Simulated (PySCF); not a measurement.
Compound: C5H4F3 (doublet state).
Cartesian coordinates in Å at the GFN2-xTB level; atoms count from 1:
```
atom  x, y, z in Å
C1    -2.8288    0.3981    0.6997
C2    -1.8432   -0.1915    0.0927
C3    -0.4336    0.1959    0.1847
F4    -0.1568    1.2484    0.9738
C5     0.5847   -0.3905   -0.4569
F6     0.3229   -1.4299   -1.2758
C7     2.0316   -0.0214   -0.3462
F8     2.6440   -0.7440    0.6527
H9    -3.0150    1.2115    1.3596
H10   -2.0039   -1.0521   -0.5474
H11    2.5559   -0.2604   -1.2771
H12    2.1435    1.0352   -0.0858
```

The hyperfine couplings belong to this conformer and change with its torsions.

Identity: `[H]/[C]=C\C(F)=C(/F)CF` [radical].

Computed with PySCF 2.14.0, UKS B3LYP, pcH-1 on C F H, non-relativistic, mean-field spin-orbit, GIAO. The structure is a single GFN2-xTB conformer in the gas phase; no vibrational or solvent corrections. Couplings are sensitive to structure, and on GFN2-xTB geometries they can be far from those on DFT ones. Stability of the SCF solution: not tested.

(1) The isotropic 19F couplings are -17.7, -8.4, +5.8 MHz. Assign them to F4; F6; F8.

(2) The isotropic 1H couplings, averaged over equivalent nuclei, are +123.3, +31.8, -0.2 MHz. Assign them to H9; H10; H11/H12.

Answers

(1) 
```tsv
site	a_iso (MHz)	ρ(0) (bohr⁻³)	position	distance from C1 (Å)	bound to	spin population there	largest |T| (MHz)
F4	+5.8	+0.0014	3 bonds from C1	2.82	C3	+0.09	13.1
F6	-8.4	-0.0020	4 bonds from C1	4.14	C5	-0.05	30.2
F8	-17.7	-0.0042	5 bonds from C1	5.59	C7	0.00	11.0
```

(2) 
```
   site  a_iso (MHz)  ρ(0) (bohr⁻³)                                         position  distance from C1 (Å)  bound to  spin population there  largest |T| (MHz)
     H9        +31.8        +0.0071                                   1 bond from C1                  1.06        C1                  +1.09               42.0
    H10       +123.3        +0.0276  2 bonds from C1, on C2 of spin population -0.18                  2.08        C2                  -0.18               12.1
H11/H12         -0.2         0.0000                                  5 bonds from C1                  5.42        C7                   0.00                0.9
```

ρ(0) is the spin density at the nucleus and T the dipolar tensor; entries for several nuclei are means. Largest spin populations (Mulliken): C1 (+1.09), C2 (-0.18) and C3 (+0.09). C1 is the only atom above +0.15. The positive populations add up to 1.24 and the negative ones to -0.24, together 2S = 1.

Class means assume fast exchange of nuclei equivalent by connectivity; if that motion is slow, each nucleus keeps its own coupling.
